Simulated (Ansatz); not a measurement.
Input for Ansatz (a first-principles code): R-SVWN5/def2-TZVPPD on HF (SMILES F). Files ending in .json are basis or fitting sets from the Basis Set Exchange.

Ansatz 0.2 input:
```yaml
crystal:
  periodic: [false, false, false]
  atoms:
    - {symbol: F, position_ang: [-0.03944370, -0.14847424, 0.64158482]}
    - {symbol: H, position_ang: [-0.06251873, -0.64868843, 1.43193789]}
basis:
  gaussian:
    orbitals: def2-TZVPPD.json
hamiltonian:
  xc: {name: SVWN5}
scf: {lower_state_search: off}
```

The log:

```
WARN ansatz: RAYON_NUM_THREADS=1 ignored (pool sized by the plan → 1); use --threads N
Functional definition: SVWN5
these checks for a lower state are left out or cut short: stability, starts, cluster_reference, orbital_swaps, neighbouring_geometries, increment
integrals: 0.00 GiB planned
256 factors; their error is unknown
mean field: 0.08 GiB planned
mean field evaluation 1: about -2715.3425 eV, gradient 3.4e1 eV
mean field evaluation 2: about -2709.4163 eV, gradient 7.4e1 eV
mean field evaluation 4: about -2716.9313 eV, gradient 5.2e-1 eV
mean field evaluation 8: about -2716.9306 eV, gradient 1.2e-1 eV
mean field -2716.93057119 eV, -99.8453568897 hartree, gradient 2.6e-6 eV, S^2 0.000000; 0 other end points of the search recorded, 0 dependent functions left out
reference -2716.93060691 eV, -99.8453582022 hartree; 5, 5 occupied and 52, 52 virtual orbitals, 256 factors
Total energy: -2716.93060691 eV, -99.8453582022 hartree
Checks for a lower state left out: stability, starts, cluster_reference, orbital_swaps, neighbouring_geometries, increment
```

The calculation finished and met its thresholds.

Cost: very roughly 0.10 core-seconds.
